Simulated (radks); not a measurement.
The numbers below are computed, except where a source is named.
Question: Species: I4+. Configuration: [Kr] 4d10 5s2 5p1 (the NIST ground configuration). Level of theory: Dirac Kohn-Sham, exchange-only LDA, spin-unpolarised, spherical densities, point nucleus; open shells fill j = l - 1/2 first (a radial shooting solver on a logarithmic mesh with Libxc functionals).

Spin-orbit splittings of the eigenvalues, e(l+1/2) - e(l-1/2), with zeta = 2 splitting/(2l+1) and mean radii in bohr:

shell  occ.  splitting (eV)  zeta (eV)  <r> j=l-1/2  <r> j=l+1/2
2p        6           298.3      198.9      0.09851       0.1042
3p        6           56.11      37.41       0.3043       0.3159
3d       10               ?          ?       0.2867       0.2903
4p        6           11.07      7.379       0.7717       0.8002
4d       10           1.745     0.6982       0.9083       0.9193
5p        1           1.625      1.084        1.996        2.059

Estimate the 3d splitting.

Answer: 11.81 eV (zeta = 4.725 eV).
